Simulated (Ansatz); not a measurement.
A series at Nb: from `[O]=[Nb]([Cl])([Cl])[Cl]`, ligands are replaced one by one, each step taking up H₂O and setting free HCl; n counts the steps. Ansatz, PBE0-D4/def2-TZVP geometries. Each molecule was computed in one conformer, which needn't be the lowest.

```json
{"n": "0", "molecule": "`[O]=[Nb]([Cl])([Cl])[Cl]`", "HOMO energy, ωB97M-V/def2-TZVPP (eV)": "?"}
{"n": "1", "molecule": "`[O]=[Nb]([OH])([Cl])[Cl]`", "HOMO energy, ωB97M-V/def2-TZVPP (eV)": "-11.69"}
{"n": "2", "molecule": "`[O]=[Nb]([OH])([OH])[Cl]`", "HOMO energy, ωB97M-V/def2-TZVPP (eV)": "-11.42"}
{"n": "3", "molecule": "`[O]=[Nb]([OH])([OH])[OH]`", "HOMO energy, ωB97M-V/def2-TZVPP (eV)": "-11.74"}
```

Q: By hand: fit a straight line y = ȳ + b (n − n̄) to the 3 given rows and predict n = 0.

A: n̄ = 2.000, ȳ = -11.617; Σ(n − n̄)(y − ȳ) = -0.050, Σ(n − n̄)² = 2.000, so b = -0.025 eV a step. Prediction: -11.617 + (-0.025) × (-2.000) = -11.57 eV.

Q: By hand: compare with the computed value, -12.07 eV, and give the steps along the whole series.

A: The line misses by -0.50 eV (computed minus predicted). Steps: 0.38, 0.27, -0.32 eV.

The steps change sign along the series, so a line is a poor guide. The highest orbital can change its character along such a series. The miss is 76.9 % of the series' range.
